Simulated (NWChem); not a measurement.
System: SnH4S; SMILES [SnH3][SH]

Here is an NWChem input.

```
start job
memory heap 200 mb stack 900 mb global 1100 mb
geometry units angstroms noautoz
  Sn    -0.000706     0.581743    -0.000467
  S      0.076350    -1.864321    -0.001466
  H     -0.825450     1.147617    -1.411017
  H      1.655930     1.054385    -0.016067
  H     -0.798482     1.148510     1.425184
  H     -1.280841    -1.987067     0.002761
end
basis spherical
  Sn library sto-3g
  S library sto-3g
  H library sto-3g
end
dft
  xc pbe0
  iterations 150
  mulliken
end
task dft energy
```

Excerpt of the output:

```
             Northwest Computational Chemistry Package (NWChem) 7.3.0
             --------------------------------------------------------

 C1  symmetry detected

                             Geometry "geometry" -> ""
                             -------------------------

 Output coordinates in angstroms (scale by  1.889725989 to convert to a.u.)

  No.       Tag          Charge          X              Y              Z
 ---- ---------------- ---------- -------------- -------------- --------------
    1 Sn                  50.0000     0.00857140     0.57280095     0.00000152
    2 S                   16.0000     0.04982094    -1.87412900     0.00003400
    3 H                    1.0000    -0.80364862     1.15015983    -1.41315902
    4 H                    1.0000     1.67198630     1.02114153    -0.01087145
    5 H                    1.0000    -0.78501477     1.15171297     1.42310870
    6 H                    1.0000    -1.30902777    -1.97699771     0.00030148

 Effective nuclear repulsion energy (a.u.)     242.8305109025

                                 NWChem DFT Module
                                 -----------------

 Summary of "ao basis" -> "ao basis" (spherical)
 ------------------------------------------------------------------------------
       Tag                 Description            Shells   Functions and Types
 ---------------- ------------------------------  ------  ---------------------
 Sn                          sto-3g                 11       27   5s4p2d
 S                           sto-3g                  5        9   3s2p
 H                           sto-3g                  1        1   1s

            General Information
            -------------------
          SCF calculation type: DFT
          Wavefunction type:  closed shell.
          No. of atoms     :     6
          No. of electrons :    70
           Alpha electrons :    35
            Beta electrons :    35
          Charge           :     0
          Spin multiplicity:     1
          Use of symmetry is: off; symmetry adaption is: off
          Maximum number of iterations: 150
          AO basis - number of functions:    40
                     number of shells:    20
          Convergence on energy requested:  1.00D-06
          Convergence on density requested:  1.00D-05
          Convergence on gradient requested:  5.00D-04

              XC Information
              --------------
                         PBE0 Method XC Functional
                     Hartree-Fock (Exact) Exchange  0.250
          PerdewBurkeErnzerhof Exchange Functional  0.750
            Perdew 1991 LDA Correlation Functional  1.000 local
           PerdewBurkeErnz. Correlation Functional  1.000 non-local

             Grid Information
             ----------------
          Grid used for XC integration:  medium
          Radial quadrature: Mura-Knowles
          Angular quadrature: Lebedev.
          Tag              B.-S. Rad. Rad. Pts. Rad. Cut. Ang. Pts.
          ---              ---------- --------- --------- ---------
          Sn                  1.45      123           8.0       590
          S                   1.00       88           9.0       590
          H                   0.35       45          10.0       434
          Grid pruning is: on
          Number of quadrature shells:   391
          Spatial weights used:  Erf1

      Superposition of Atomic Density Guess
      -------------------------------------

 Sum of atomic energies:       -6358.17109643

      Non-variational initial energy
      ------------------------------

 Total energy =   -6357.821119
 1-e energy   =   -9289.055533
 2-e energy   =    2688.403903
 HOMO         =      -0.119762
 LUMO         =       0.296297

     ---------------------------------------------
      Total Density - Mulliken Population Analysis
     ---------------------------------------------

    Atom       Charge   Shell Charges
 -----------   ------   -------------------------------------------------------
    1 Sn  50    49.08   2.00  2.00  6.00  2.00  5.99  2.01  5.98  1.21  1.92 10.00  9.97
    2 S   16    16.46   2.00  2.00  5.97  1.88  4.61
    3 H    1     1.19   1.19
    4 H    1     1.20   1.20
    5 H    1     1.19   1.19
    6 H    1     0.88   0.88

   convergence    iter        energy       DeltaE   RMS-Dens  Diis-err
 ---------------- ----- ----------------- --------- --------- ---------
 d= 0,ls=0.0,diis     1  -6361.0656938673 -6.60D+03  2.75D-02  1.97D-01
 d= 0,ls=0.0,diis     2  -6361.0866504380 -2.10D-02  1.34D-02  8.27D-02
 d= 0,ls=0.0,diis     3  -6361.1071853909 -2.05D-02  1.96D-03  1.99D-03
 d= 0,ls=0.0,diis     4  -6361.1077156802 -5.30D-04  2.12D-04  1.92D-05
 d= 0,ls=0.0,diis     5  -6361.1077210124 -5.33D-06  3.08D-05  5.18D-07
 d= 0,ls=0.0,diis     6  -6361.1077211535 -1.41D-07  4.31D-06  5.46D-09

         Total DFT energy =    -6361.107721153504
      One electron energy =    -9281.945438174809
           Coulomb energy =     2866.464533667833
    Exchange-Corr. energy =     -188.457327549058
 Nuclear repulsion energy =      242.830510902531

 Numeric. integr. density =       70.000009320108

                       DFT Final Molecular Orbital Analysis
                       ------------------------------------

 Vector   33  Occ=2.000000D+00  E=-2.622839D-01
              MO Center=  6.0D-01,  5.5D-01, -6.9D-03, r^2= 3.1D+00
   Bfn.  Coefficient  Atom+Function         Bfn.  Coefficient  Atom+Function
  ----- ------------  ---------------      ----- ------------  ---------------
    38      0.547599  4 H  s                 15      0.458285  1 Sn px
    40      0.219840  6 H  s                 11     -0.207964  1 Sn px
    37     -0.200225  3 H  s                 39     -0.196808  5 H  s
    34     -0.186394  2 S  px                33     -0.137731  2 S  s
    35     -0.132560  2 S  py                27     -0.126712  1 Sn d  2

 Vector   34  Occ=2.000000D+00  E=-2.071428D-01
              MO Center=  3.9D-02, -1.3D+00, -3.3D-04, r^2= 2.9D+00
   Bfn.  Coefficient  Atom+Function         Bfn.  Coefficient  Atom+Function
  ----- ------------  ---------------      ----- ------------  ---------------
    35      0.646848  2 S  py                16     -0.454474  1 Sn py
    33     -0.415403  2 S  s                 34     -0.268162  2 S  px
    31     -0.213677  2 S  py                12      0.179440  1 Sn py
    37     -0.166322  3 H  s                 39     -0.165139  5 H  s
    14      0.139492  1 Sn s                 40      0.135611  6 H  s

 Vector   35  Occ=2.000000D+00  E=-1.233924D-01
              MO Center=  1.6D-02, -1.7D+00,  6.2D-04, r^2= 1.4D+00
   Bfn.  Coefficient  Atom+Function         Bfn.  Coefficient  Atom+Function
  ----- ------------  ---------------      ----- ------------  ---------------
    36      1.009958  2 S  pz                32     -0.315082  2 S  pz
    39     -0.153508  5 H  s                 37      0.152474  3 H  s
    24      0.059668  1 Sn d -1              26      0.040331  1 Sn d  1
    17      0.028268  1 Sn pz

 Vector   36  Occ=0.000000D+00  E= 1.751510D-01
              MO Center= -9.0D-02, -6.1D-01,  1.3D-03, r^2= 2.6D+00
   Bfn.  Coefficient  Atom+Function         Bfn.  Coefficient  Atom+Function
  ----- ------------  ---------------      ----- ------------  ---------------
    35      0.854026  2 S  py                16      0.824741  1 Sn py
    14     -0.609277  1 Sn s                 33      0.350482  2 S  s
    12     -0.247657  1 Sn py                31     -0.240792  2 S  py
    37      0.192137  3 H  s                 39      0.192649  5 H  s
    15      0.161196  1 Sn px                10      0.115310  1 Sn s

 Vector   37  Occ=0.000000D+00  E= 2.569938D-01
              MO Center=  7.6D-02,  1.3D+00, -1.8D-03, r^2= 2.5D+00
   Bfn.  Coefficient  Atom+Function         Bfn.  Coefficient  Atom+Function
  ----- ------------  ---------------      ----- ------------  ---------------
    14      0.977502  1 Sn s                 38     -0.674477  4 H  s
    16      0.644391  1 Sn py                37     -0.643579  3 H  s
    39     -0.642605  5 H  s                 12     -0.170896  1 Sn py
    10     -0.137282  1 Sn s                  6      0.091078  1 Sn s
    27      0.080460  1 Sn d  2               8      0.063740  1 Sn py

 Vector   38  Occ=0.000000D+00  E= 2.755463D-01
              MO Center= -2.2D-01, -4.4D-01, -3.0D-03, r^2= 3.9D+00
   Bfn.  Coefficient  Atom+Function         Bfn.  Coefficient  Atom+Function
  ----- ------------  ---------------      ----- ------------  ---------------
    15      0.837344  1 Sn px                40      0.738411  6 H  s
    38     -0.598819  4 H  s                 34      0.577660  2 S  px
    33     -0.408525  2 S  s                 37      0.331797  3 H  s
    39      0.319112  5 H  s                 11     -0.216057  1 Sn px
    16     -0.180205  1 Sn py                30     -0.155358  2 S  px

     ---------------------------------------------
      Total Density - Mulliken Population Analysis
     ---------------------------------------------

    Atom       Charge   Shell Charges
 -----------   ------   -------------------------------------------------------
    1 Sn  50    49.50   2.00  2.00  6.00  2.00  5.99  2.01  5.98  1.23  2.37 10.00  9.93
    2 S   16    16.10   2.00  2.00  5.96  1.91  4.23
    3 H    1     1.13   1.13
    4 H    1     1.12   1.12
    5 H    1     1.13   1.13
    6 H    1     1.02   1.02

     -------------------------------------------
      Total Density - Lowdin Population Analysis
     -------------------------------------------

    Atom       Charge   Shell Charges
 -----------   ------   -------------------------------------------------------
    1 Sn  50    49.52   2.00  2.00  6.00  2.00  5.99  2.00  5.91  1.17  2.53 10.00  9.94
    2 S   16    16.05   2.00  2.00  5.93  1.84  4.28
    3 H    1     1.13   1.13
    4 H    1     1.12   1.12
    5 H    1     1.13   1.13
    6 H    1     1.05   1.05

     Multipole analysis of the density
     ---------------------------------

     L   x y z        total         alpha         beta         nuclear
     -   - - -        -----         -----         ----         -------
     0   0 0 0     -0.000000    -35.000000    -35.000000     70.000000

     1   1 0 0     -0.290639     -0.145320     -0.145320      0.000000
     1   0 1 0      0.377993      0.188996      0.188996     -0.000000
     1   0 0 1      0.000195      0.000097      0.000097      0.000000

     2   2 0 0    -27.735484    -24.249859    -24.249859     20.764234
     2   1 1 0      1.266811     -1.542078     -1.542078      4.350966
     2   1 0 1     -0.000348     -0.000135     -0.000135     -0.000078
     2   0 2 0    -29.826395   -158.118874   -158.118874    286.411353
     2   0 1 1     -0.001709     -0.002606     -0.002606      0.003502
     2   0 0 2    -28.903692    -21.633926    -21.633926     14.364160
```

Level: PBE0/STO-3G, non-relativistic. Coordinates come from a PBE-D3(BJ)/def2-SVP (def2 core potentials past Kr) optimisation.
